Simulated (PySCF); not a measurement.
InFClBr, SMILES [In]([F])([Br])[Cl]. Coordinates come from a PBE0-D3(BJ)/def2-SVP optimisation. The def2 effective core potentials stand for the cores of In; spin–orbit coupling is left out.

Give the equilibrium geometry at PBE0-D3(BJ)/def2-SVP (PySCF confirms it by a frequency run) as bond lengths and angles, and its point group. (An estimate is asked for; the answer gives what the named calculation found.)

point group Cs.
Atoms: In1 F2 Cl3 Br4. Bonds (Å): In1–F2 1.943, In1–Cl3 2.317, In1–Br4 2.444. Angles (°): F2–In1–Cl3 117.1, F2–In1–Br4 119.1, Cl3–In1–Br4 123.8.
